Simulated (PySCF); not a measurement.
Si(Cl)2(OH)(SiH3) (Cl2H4OSi2), SMILES O[Si]([SiH3])(Cl)Cl.

Coordinates come from a r2SCAN-D4/def2-SVP optimisation. One conformer was computed; it need not be the lowest.

Calculation: ωB97X/def2-TZVP run with PySCF.

Symmetry labels are those of the subgroup Cs that the program uses (full group Cs).

### Question
List the valence orbital energies around the gap with their symmetry. (An estimate is asked for; the answer gives what the named calculation found.)

### Answer

```tsv
orbital	symmetry	energy (eV)
HOMO−7	A'	-13.04
HOMO−6	A"	-12.85
HOMO−5	A'	-12.77
HOMO−4	A"	-12.67
HOMO−3	A'	-12.21
HOMO−2	A"	-11.86
HOMO−1	A"	-11.56
HOMO	A'	-10.89
LUMO	A'	1.72
LUMO+1	A"	1.92
LUMO+2	A'	2.19
LUMO+3	A'	2.83
```
